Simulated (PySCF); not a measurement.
## [MnF4]2+: angle to the S4 axis as a parameter

The complex [MnF4]2+ (charge +2) contains Mn(VI), shell d1. The structure is a model geometry with rigid ligands and bond lengths from ionic radii, not a minimum; coordination tetrahedral, point group Td, metal–donor distances 1.55 Å.

The d shell alone is too small an active space for [MnF4]2+ (an active orbital has only 0.56 squared overlap with the free ion's shell): its levels, fitted parameters, g values and moments show what this model gives and aren't sound predictions.

```
5

Mn    0.0000    0.0000    0.0000
F     0.8978    0.8978    0.8978
F    -0.8978   -0.8978    0.8978
F    -0.8978    0.8978   -0.8978
F     0.8978   -0.8978   -0.8978
```

Method (PySCF 2.14, density fitting): CASSCF(1,5) with orbitals averaged over all microstates of the shell, strongly contracted NEVPT2 on the averaged canonical orbitals; basis x2c-TZVPall on the metal, x2c-SVPall elsewhere; spin-free X2C; gas phase; spin-orbit coupling by state interaction with the mean-field operator over all roots.

The angle between each bond and z is 54.7° in a regular tetrahedron, less in an elongated one and 90° in a plane.

```json
{"angle to the S4 axis": "45.0°", "group": "D2d", "ground": "2B1 (from 2E)", "next state (NEVPT2) / cm⁻¹": "2A1 (from 2E) 3620", "orbital energies above the lowest (NEVPT2 fit) / cm⁻¹": "0 3620 11929 24888 24888", "μeff(300 K) / μB": "1.71"}
{"angle to the S4 axis": "50.0°", "group": "D2d", "ground": "2B1 (from 2E)", "next state (NEVPT2) / cm⁻¹": "2A1 (from 2E) 2046", "orbital energies above the lowest (NEVPT2 fit) / cm⁻¹": "0 2046 15167 21771 21771", "μeff(300 K) / μB": "1.71"}
{"angle to the S4 axis": "54.7°", "group": "Td", "ground": "2E", "next state (NEVPT2) / cm⁻¹": "2T2 18455", "orbital energies above the lowest (NEVPT2 fit) / cm⁻¹": "0 0 18455 18455 18455", "μeff(300 K) / μB": "1.72"}
{"angle to the S4 axis": "60.0°", "group": "D2d", "ground": "2A1 (from 2E)", "next state (NEVPT2) / cm⁻¹": "2B1 (from 2E) 2678", "orbital energies above the lowest (NEVPT2 fit) / cm⁻¹": "0 2678 17255 17256 25259", "μeff(300 K) / μB": "1.71"}
{"angle to the S4 axis": "65.0°", "group": "D2d", "ground": "2A1 (from 2E)", "next state (NEVPT2) / cm⁻¹": "2B1 (from 2E) 5338", "orbital energies above the lowest (NEVPT2 fit) / cm⁻¹": "0 5338 16280 16280 32297", "μeff(300 K) / μB": "1.71"}
```

At 54.7° the ground state is orbitally degenerate, so the regular structure would distort there (Jahn–Teller).

The geometry is a model, and the complex may not exist in this form. Charge-transfer states lie outside this active space and may come lower than some of these levels. NEVPT2 on the d shell alone tends to put d–d bands too high for such charged or covalently bound ions.
